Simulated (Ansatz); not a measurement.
Start from `[CH3][SnH]([OH])[Cl]` and change one element to get `[CH3][SnH]([OH])[F]`.

Ansatz, PBE0-D4/def2-TZVP geometries, multiplicity 1. Each molecule was computed in one conformer, which needn't be the lowest.

Elements past krypton have def2 core potentials.

```tsv
property	`[CH3][SnH]([OH])[Cl]`
size of the dipole moment (B3LYP/def2-TZVPP) / D	2.19
LUMO energy (PBE/def2-TZVPP) / eV	-1.51
size of the dipole moment (PBE/def2-TZVPP) / D	2.12
zero-point energy (PBE0-D4/def2-TZVP) / kJ/mol	150.3
size of the dipole moment (ωB97M-V/def2-TZVPP) / D	2.21
HOMO energy (PBE0/def2-TZVPP) / eV	-8.43
```

(1) Give the same properties after the change, and the shifts. (Estimate.)

Results:

(1) Computed: 
| property | `[CH3][SnH]([OH])[F]` | shift |
| --- | --- | --- |
| size of the dipole moment (B3LYP/def2-TZVPP) / D | 2.96 | 0.77 |
| LUMO energy (PBE/def2-TZVPP) / eV | -1.38 | 0.13 |
| size of the dipole moment (PBE/def2-TZVPP) / D | 2.82 | 0.70 |
| zero-point energy (PBE0-D4/def2-TZVP) / kJ/mol | 151.9 | 1.6 |
| size of the dipole moment (ωB97M-V/def2-TZVPP) / D | 2.94 | 0.73 |
| HOMO energy (PBE0/def2-TZVPP) / eV | -8.50 | -0.07 |

With PBE0 the HOMO falls by 0.07 eV and the LUMO rises by 0.14 eV, so the gap widens by about 0.21 eV. PBE moves the HOMO by 0.00 eV and ωB97M-V by -0.12 eV. Dipoles are sizes alone; their direction can turn.

B3LYP here is the variant with VWN-RPA as its local correlation; programs differ in this.

Positive LUMOs are unbound, so they and the gaps depend on the basis.
